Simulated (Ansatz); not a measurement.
A run for Ansatz (a program for electronic structure): R-CCSD(T)/def2-SVPD on HI (SMILES I) with ghost functions, monomers drawn apart or pushed together. Elements past Kr take the def2 small-core potentials; no spin–orbit coupling. The run froze 9 orbitals, filled d shells among them.

Ansatz 0.2 input:
```yaml
crystal:
  periodic: [false, false, false]
  atoms:
    - {symbol: I, position_ang: [-0.42323705, -1.16969828, -0.63275226]}
    - {symbol: H, position_ang: [-0.57646191, -0.96017161, 0.97324933]}
basis:
  gaussian:
    orbitals: def2-SVPD
    ghost_atoms:
      - {symbol: O, position_ang: [-0.67512903, -0.62159311, 2.75873574]}
      - {symbol: Si, position_ang: [0.17733272, 0.63575023, 3.43464249]}
      - {symbol: H, position_ang: [-1.27278370, -1.13380923, 3.30935542]}
      - {symbol: H, position_ang: [-0.73924503, 1.65332575, 4.00008927]}
      - {symbol: H, position_ang: [0.96490344, 1.20508498, 2.32651401]}
      - {symbol: H, position_ang: [1.06981730, 0.15059814, 4.51321468]}
magnetization: {spin_polarized: false}
correlation: {method: ccsd_t, electrons: outside_noble_gas}
scf: {lower_state_search: off}
```

The log:

```
Functional definition: HF
[...]
these checks for a lower state are left out or cut short: stability, starts, cluster_reference, orbital_swaps, neighbouring_geometries, increment
integrals: 0.21 GiB planned
1099 factors; integrals over basis functions are off by at most 8.1e-4 eV
mean field: 0.24 GiB planned
mean field evaluation 1: about -8087.7581 eV, gradient 8.5e0 eV
mean field evaluation 2: about -8087.7589 eV, gradient 8.5e0 eV
mean field evaluation 4: about -8088.1203 eV, gradient 8.6e-1 eV
mean field evaluation 8: about -8088.1267 eV, gradient 6.8e-4 eV
mean field -8088.12672215 eV, -297.2331747097 hartree, gradient 2.3e-6 eV, S^2 0.000000; 0 other end points of the search recorded, 0 dependent functions left out
9 core orbitals not correlated
reference -8088.12672215 eV, -297.2331747097 hartree; 4, 4 occupied and 109, 109 virtual orbitals, 1099 factors
second order -3.13717734 eV of doubles, -0.00000000 eV of singles
coupled cluster: 0.56 GiB planned
cycle   1  -3.45958992 eV  change   -3.2e-1 eV  update   4.4e-2
cycle   2  -3.56236572 eV  change   -1.0e-1 eV  update   1.4e-2
cycle   3  -3.57007100 eV  change   -7.7e-3 eV  update   3.5e-3
cycle   4  -3.56994303 eV  change    1.3e-4 eV  update   9.2e-4
cycle   5  -3.56974841 eV  change    1.9e-4 eV  update   2.5e-4
cycle   6  -3.56972488 eV  change    2.4e-5 eV  update   7.7e-5
cycle   7  -3.56972664 eV  change   -1.8e-6 eV  update   2.3e-5
cycle   8  -3.56972781 eV  change   -1.2e-6 eV  update   6.7e-6
perturbative correction -0.08314744 eV, -0.0030556122 hartree
Total energy: -8091.77959740 eV, -297.3674153992 hartree
Checks for a lower state left out: stability, starts, cluster_reference, orbital_swaps, neighbouring_geometries, increment
```

The calculation finished and met its thresholds.

Cost: roughly 11 core-seconds.
